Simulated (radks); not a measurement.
Cu II, 28 electrons, occupied as [Ar] 3d10.

All-electron calculation, scalar-relativistic Kohn-Sham, Slater X-alpha with alpha = 0.7, spin-unpolarised, spherical densities, finite nucleus; Fermi nuclear charge, rms radius 3.8823 fm. Program: a radial shooting solver on a logarithmic mesh with Libxc functionals.

Energy parts (eV):
total: -44968.039
kinetic: 45667.129
electron-nucleus: -108162.372
Hartree: 19306.898
exchange: -1779.694

Orbitals (lengths in bohr, moments of r in powers of bohr; <r^-3> diverges for s and p1/2; r(90%) holds 90 % of the orbital's charge):
orbital,occ.,eigenvalue (eV),r(90%),<r^-3>,<r^2>
1s,2,-8851.033,0.0932,-,0.003664
2s,2,-1069.888,0.365,-,0.06542
2p,6,-926.1171,0.338,706.8,0.05228
3s,2,-122.1585,1.07,-,0.5889
3p,6,-80.0287,1.16,90.04,0.6670
3d,10,-13.1338,1.83,7.671,1.418

The highest occupied level is 3d at -13.134 eV. Summed over all electrons, <r^2> = 19.81 bohr^2, which gives a Langevin (diamagnetic) susceptibility term of -15.7 x 10^-6 cm^3/mol. The electron density at the nucleus is 2.23e+04 e/bohr^3 (large components only).
